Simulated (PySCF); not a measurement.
C₃H₉F₂GeN (SMILES C[N](C)[Ge]([CH3])([F])[F]), singlet, geometry from GFN2-xTB, with bond 14-5 at 1.8 times its length; CASSCF(2,3)/STO-3G (PySCF).

Input for PySCF:
```python
from pyscf import gto, scf, mcscf
import numpy

mol = gto.Mole()
mol.atom = '''
    C    -1.50757738   -0.75660363    1.73100279
    N    -1.21103404   -0.52273506    0.33021575
    C    -1.79049744   -1.53273692   -0.53520621
    Ge    0.39829600    0.22556576   -0.12697638
    C     2.27232157   -0.45920076   -0.12641569
    F     0.09930531    0.80230157   -1.75415329
    F     0.42262735    1.68926940    0.83567825
    H    -2.58990585   -0.72112290    1.87167683
    H    -1.14532795   -1.73082960    2.08204875
    H    -1.05431203    0.03130583    2.32975877
    H    -1.44204864   -2.54482208   -0.29470417
    H    -1.54114267   -1.30421440   -1.56978785
    H    -2.87672798   -1.50796070   -0.42578795
    H     2.80188746   -0.96873954    1.68228430
    H     2.91349962    0.34148289   -0.48068106
    H     2.35833253   -1.31341084   -0.78921692
'''
mol.basis = 'sto-3g'
mol.verbose = 4
mol.build()

mf = scf.RHF(mol)
mf.kernel()
mc = mcscf.CASSCF(mf, 3, 2)
mc.fix_spin_(ss=0.0)
mc.conv_tol = 1e-5
mc.kernel()
occ = numpy.linalg.eigvalsh(mc.fcisolver.make_rdm1(mc.ci, mc.ncas, mc.nelecas))[::-1]
ss = mc.fcisolver.spin_square(mc.ci, mc.ncas, mc.nelecas)[0]
print('natural occupations', occ.round(4), ' <S^2>', round(ss, 4))
```

It wrote (shortened):

```
PySCF version 2.14.0

[INPUT] verbose = 4
[INPUT] num. atoms = 16
[INPUT] num. electrons = 84
[INPUT] charge = 0
[INPUT] spin (= nelec alpha-beta = 2S) = 0
[INPUT] symmetry False subgroup None
[INPUT] Mole.unit = angstrom
[INPUT] Symbol           X                Y                Z      unit          X                Y                Z       unit  Magmom
[INPUT]  1 C     -1.507577380000  -0.756603630000   1.731002790000 AA   -2.848908359789  -1.429773645552   3.271121193958 Bohr   0.0
[INPUT]  2 N     -1.211034040000  -0.522735060000   0.330215750000 AA   -2.288522663126  -0.987826099108   0.624017329518 Bohr   0.0
[INPUT]  3 C     -1.790497440000  -1.532736920000  -0.535206210000 AA   -3.383549788335  -2.896452999809  -1.011393157066 Bohr   0.0
[INPUT]  4 Ge     0.398296000000   0.225565760000  -0.126976380000 AA    0.752670356510   0.426257509479  -0.239950582489 Bohr   0.0
[INPUT]  5 C      2.272321570000  -0.459200760000  -0.126415690000 AA    4.294065434242  -0.867763672592  -0.238891031948 Bohr   0.0
[INPUT]  6 F      0.099305310000   0.802301570000  -1.754153290000 AA    0.187659838615   1.516130236609  -3.314869298605 Bohr   0.0
[INPUT]  7 F      0.422627350000   1.689269400000   0.835678250000 AA    0.798649944251   3.192256516608   1.579203020756 Bohr   0.0
[INPUT]  8 H     -2.589905850000  -0.721122900000   1.871676830000 AA   -4.894212744909  -1.362724783152   3.536956602394 Bohr   0.0
[INPUT]  9 H     -1.145327950000  -1.730829600000   2.082048750000 AA   -2.164356148310  -3.270793912290   3.934501915493 Bohr   0.0
[INPUT] 10 H     -1.054312030000   0.031305830000   2.329758770000 AA   -1.992360986534   0.059159444802   4.402606011604 Bohr   0.0
[INPUT] 11 H     -1.442048640000  -2.544822080000  -0.294704170000 AA   -2.725076987902  -4.809016766946  -0.556910169067 Bohr   0.0
[INPUT] 12 H     -1.541142670000  -1.304214400000  -1.569787850000 AA   -2.912337565181  -2.464608023714  -2.966469110170 Bohr   0.0
[INPUT] 13 H     -2.876727980000  -1.507960700000  -0.425787950000 AA   -5.436228017073  -2.849632729607  -0.804622612640 Bohr   0.0
[INPUT] 14 H      2.801887460000  -0.968739540000   1.682284300000 AA    5.294799931253  -1.830652416637   3.179056590656 Bohr   0.0
[INPUT] 15 H      2.913499620000   0.341482890000  -0.480681060000 AA    5.505716345824   0.645309138325  -0.908355556666 Bohr   0.0
[INPUT] 16 H      2.358332530000  -1.313410840000  -0.789216920000 AA    4.456602592353  -2.481986776635  -1.491403831673 Bohr   0.0

nuclear repulsion = 636.209136393652
number of shells = 35
number of NR pGTOs = 171
number of NR cGTOs = 57
basis = sto-3g
ecp = {}

******** <class 'pyscf.scf.hf.RHF'> ********
method = RHF
initial guess = minao
damping factor = 0
level_shift factor = 0
DIIS = <class 'pyscf.scf.diis.CDIIS'>
diis_start_cycle = 1
diis_space = 8
diis_damp = 0
SCF conv_tol = 1e-09
SCF conv_tol_grad = None
SCF max_cycles = 50
direct_scf = True
direct_scf_tol = 1e-13
Set gradient conv threshold to 3.16228e-05
Initial guess from minao.
init E= -2416.43557109462
  HOMO = -0.378452272187239  LUMO = -0.147769800131326  gap/eV = 6.27719
cycle= 1 E= -2418.67449505994  delta_E= -2.24  |g|= 0.581  |ddm|= 4.63
  HOMO = -0.20781608042134  LUMO = 0.122785054728155  gap/eV = 8.99612
cycle= 2 E= -2418.85637691139  delta_E= -0.182  |g|= 0.127  |ddm|= 1.24
  HOMO = -0.273146858093751  LUMO = 0.193839758520477  gap/eV = 12.70735
cycle= 3 E= -2418.86554688149  delta_E= -0.00917  |g|= 0.0433  |ddm|= 0.272
  HOMO = -0.273712612402436  LUMO = 0.193308550771484  gap/eV = 12.70829
cycle= 4 E= -2418.86670601699  delta_E= -0.00116  |g|= 0.016  |ddm|= 0.104
  HOMO = -0.275910067025835  LUMO = 0.195593683955533  gap/eV = 12.83027
cycle= 5 E= -2418.86685224409  delta_E= -0.000146  |g|= 0.00513  |ddm|= 0.0387
  HOMO = -0.276101641877461  LUMO = 0.195100208720479  gap/eV = 12.82206
cycle= 6 E= -2418.86686698243  delta_E= -1.47e-05  |g|= 0.00106  |ddm|= 0.0111
  HOMO = -0.275818976243955  LUMO = 0.195349059215254  gap/eV = 12.82114
cycle= 7 E= -2418.86686787681  delta_E= -8.94e-07  |g|= 0.000258  |ddm|= 0.00323
  HOMO = -0.275946886058369  LUMO = 0.195330787329816  gap/eV = 12.82412
cycle= 8 E= -2418.86686792703  delta_E= -5.02e-08  |g|= 8.07e-05  |ddm|= 0.000644
  HOMO = -0.275934273007211  LUMO = 0.195321827913043  gap/eV = 12.82353
cycle= 9 E= -2418.86686793484  delta_E= -7.81e-09  |g|= 1.95e-05  |ddm|= 0.000306
  HOMO = -0.275938116615919  LUMO = 0.195322502133892  gap/eV = 12.82365
cycle= 10 E= -2418.86686793534  delta_E= -4.97e-10  |g|= 4.61e-06  |ddm|= 8.07e-05
  HOMO = -0.275937805371636  LUMO = 0.195322393997734  gap/eV = 12.82364
Extra cycle  E= -2418.86686793534  delta_E= -3.64e-12  |g|= 2.02e-06  |ddm|= 1.03e-05
converged SCF energy = -2418.86686793534

******** <class 'pyscf.mcscf.mc1step.CASSCF'> ********
CAS (1e+1e, 3o), ncore = 41, nvir = 13
max_cycle_macro = 50
max_cycle_micro = 4
conv_tol = 1e-05
conv_tol_grad = None
orbital rotation max_stepsize = 0.02
orbital rotation threshold for CI restart = 0.01
augmented hessian ah_max_cycle = 30
augmented hessian ah_conv_tol = 1e-12
augmented hessian ah_linear dependence = 1e-14
augmented hessian ah_level shift = 1e-08
augmented hessian ah_start_tol = 2.5
augmented hessian ah_start_cycle = 3
augmented hessian ah_grad_trust_region = 3
kf_trust_region = 3
kf_interval = 4
ci_response_space = 4
ci_grad_trust_region = 3
with_dep4 0
natorb = False
canonicalization = True
sorting_mo_energy = False
ao2mo_level = 2
internal_rotation = False
******** <class 'pyscf.fci.addons.SpinPenaltyFCISolver'> ********
max. cycles = 50
conv_tol = 1e-08
davidson only = True
linear dependence = 1e-12
level shift = 0.001
max iter space = 12
nroots = 1
pspace_size = 400
spin = None
CASCI E = -2418.86844334406  S^2 = 0.0000000
Set conv_tol_grad to 0.00316228
macro iter   1 ( 21 JK    4 micro), CASSCF E = -2418.87245192250  dE = -4.00857844e-03  S^2 = 0.0000000
               |grad[o]|=0.00646  |grad[c]|=0.0139  |ddm|=0.0269  |maxRot[o]|=0.227
macro iter   2 ( 21 JK    4 micro), CASSCF E = -2418.88825899251  dE = -1.58070700e-02  S^2 = 0.0000000
               |grad[o]|=0.0124  |grad[c]|=0.0266  |ddm|=0.0469  |maxRot[o]|=0.313
macro iter   3 ( 21 JK    4 micro), CASSCF E = -2418.92952132854  dE = -4.12623360e-02  S^2 = 0.0000000
               |grad[o]|=0.0451  |grad[c]|=0.0377  |ddm|=0.157  |maxRot[o]|=0.312
macro iter   4 ( 20 JK    4 micro), CASSCF E = -2418.94810590442  dE = -1.85845759e-02  S^2 = 0.0000000
               |grad[o]|=0.0601  |grad[c]|=0.0337  |ddm|=0.0614  |maxRot[o]|=0.191
macro iter   5 ( 20 JK    4 micro), CASSCF E = -2418.95270684568  dE = -4.60094126e-03  S^2 = 0.0000000
               |grad[o]|=0.0298  |grad[c]|=0.00754  |ddm|=0.00998  |maxRot[o]|=0.213
macro iter   6 ( 16 JK    3 micro), CASSCF E = -2418.95290965668  dE = -2.02810996e-04  S^2 = 0.0000000
               |grad[o]|=0.00634  |grad[c]|=0.000391  |ddm|=0.00105  |maxRot[o]|=0.176
macro iter   7 (  6 JK    1 micro), CASSCF E = -2418.95291210821  dE = -2.45152569e-06  S^2 = 0.0000000
               |grad[o]|=0.000784  |grad[c]|=5.58e-05  |ddm|=0.000104  |maxRot[o]|=0.0799
macro iter   8 (  6 JK    1 micro), CASSCF E = -2418.95291252886  dE = -4.20653578e-07  S^2 = 0.0000000
               |grad[o]|=0.000517  |grad[c]|=1.62e-05  |ddm|=3.58e-05  |maxRot[o]|=0.024
macro iter   9 (  7 JK    1 micro), CASSCF E = -2418.95291267873  dE = -1.49874722e-07  S^2 = 0.0000000
               |grad[o]|=0.000474  |grad[c]|=6.34e-06  |ddm|=1.26e-05  |maxRot[o]|=0.009
1-step CASSCF converged in   9 macro (138 JK  26 micro) steps
CASSCF canonicalization
Density matrix diagonal elements [1.72501289 0.27296017 0.00202694]
CASSCF energy = -2418.95291267873
CASCI E = -2418.95291267873  E(CI) = -1.26254537795876  S^2 = 0.0000000
natural occupations [1.725e+00 2.749e-01 1.000e-04]  <S^2> 0.0
```
